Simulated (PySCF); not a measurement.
Species: C7H8FP.
SMILES with atom numbers: `[CH:1]#[C:2][CH2:3][P:4]1[CH2:5][CH:6]=[C:7]([F:8])[CH2:9]1`

NICS = −σ at a ghost point: NICS(0) at the centroid of the ring atoms, NICS(1) 1 Å to either side along the normal of their mean plane, zz for the tensor component along that normal. Level: GIAO PBE0/pcSseg-1 (PySCF, non-relativistic, gas phase) on the GFN2-xTB geometry, one conformer.

Ring bond lengths (Å), with Mayer bond orders in brackets: P4–C5 1.876 (0.96), C5–C6 1.494 (1.00), C6–C7 1.321 (1.85), C7–C9 1.493 (1.04), C9–P4 1.873 (0.94).

Task: What do the NICS probes read (ppm)?

Result: 
| ring | type | NICS(0) | NICS(1), two faces | NICS(1)zz, two faces | rms pucker (Å) | centre to ring atoms, mean (Å) |
| --- | --- | --- | --- | --- | --- | --- |
| P4–C5–C6–C7–C9 | 5-membered ring with P; formal bonds 1 double, 4 single | -5.0 | -2.9 / -3.7 | -2.6 / -3.1 | 0.10 | 1.36 |

Task: What do they say, and how far can they be read as aromaticity?

Result: 
- P4–C5–C6–C7–C9: mean NICS(1)zz -2.8 ppm, near zero. C5, C9 have four or more neighbours, and the NICS criterion for π rings isn't applied.

Task: What is the mean of the two in-plane components of NICS at the second NICS(1) probe listed for ring P4–C5–C6–C7–C9, 1 Å off the ring?

Result: The isotropic value is a third of the trace: (3 × -3.7 − (-3.1))/2 = -4.0 ppm.

Task: List the ring angles and the Hirshfeld charges of the ring atoms.

Result: 
- P4–C5–C6–C7–C9: P4 91.2° (+0.171 e), C5 106.6° (-0.113 e), C6 114.9° (-0.080 e), C7 119.2° (+0.080 e), C9 104.7° (-0.124 e); sum 536.6° against 540° for a flat convex ring.

Task: How shielded are the nuclei of the rings and their hydrogens (means over atoms taken as equivalent)?

Result: 
```csv
atoms,environment,σ isotropic (ppm),"principal values of the symmetric part, first atom (ppm)"
P4,phosphine phosphorus,350.2,"302.9, 367.2, 380.5"
C5,sp3 carbon bound to phosphorus,158.3,"147.2, 152.0, 175.8"
C6,alkene CH carbon,77.7,"-14.9, 99.1, 148.9"
C7,vinylic C–F carbon,14.6,"-78.6, 43.1, 79.2"
C9,sp3 carbon bound to phosphorus,152.9,"133.8, 154.4, 170.4"
H on C5 (×2),methylene hydrogen,29.07,"24.4, 28.2, 34.7"
H on C6,vinylic hydrogen,26.29,"23.3, 26.4, 29.2"
H on C9 (×2),methylene hydrogen,29.30,"25.9, 28.1, 35.3"
```
